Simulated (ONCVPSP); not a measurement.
# molybdenum, ONCV: configuration errors across variants

```
Element                 : Mo (Z = 42)
Generator               : ONCVPSP 4.0.1
Type                    : optimised norm-conserving Vanderbilt (ONCV)
Functional              : LDA (Perdew-Wang 92)
Relativity              : fully relativistic
Frozen core             : [Ar] 3d10
Valence charge          : 14
Reference configuration : 4s2 4p6 4d6
Partial waves           : 4s: rc 1.45 bohr, ncon 4, nbas 9, qcut 7.8 1/bohr, 2 projectors, debl 3.6 Ha; 4p: rc 1.45 bohr, ncon 4, nbas 8, qcut 9.6 1/bohr, 2 projectors, debl 1.5 Ha; 4d: rc 2.10 bohr, ncon 4, nbas 8, qcut 9.1 1/bohr, 3 projectors, debl 0.3 Ha
Local potential         : polynomial inside 1.05 bohr (lpopt 5, dvloc0 -1 Ha)
Core correction         : Teter function, fcfact 2.75, rcfact 1.7
```

Open shells are filled in proportion to 2j + 1.

All-electron excitation energies from the reference (eV): (1) 4s2 4p6 4d5 5s1 -0.817; (2) 4s2 4p6 4d5 6.362; (3) 4s2 4p6 4d4 22.062.

4 further variants failed, have other tests or too few solved ones, and are left out.

A true bound ghost makes a file unfit for plane-wave use even where its test errors are small: the radial tests pick states by their node count and pass the ghost by.

Errors AE − PS in meV (a dash: test not solved or not reliable):

```csv
change,(1),(2),(3),bound ghosts,GHOST(+) flags above zero
base,-0.7,-0.1,-1.2,none,s
s: qcut 5; p: qcut 6.2; d: qcut 5.8,+0.8,0.0,+3.8,none,"s, d5/2, d3/2"
s: qcut 6.8; p: qcut 8.3; d: qcut 7.9,+0.2,+0.8,+2.0,d5/2,"s, d3/2"
s: qcut 7.4; p: qcut 9.1; d: qcut 8.6,-0.6,-0.1,-0.9,none,s
s: qcut 8.2; p: qcut 10.1; d: qcut 9.6,-0.6,-0.1,-0.9,none,s
```

(1) Give the same row for: s: qcut 6.1; p: qcut 7.4; d: qcut 7.1.

Results:

(1) -0.3, -0.3, 0.0; bound ghosts: none; GHOST(+) flags above zero: s.
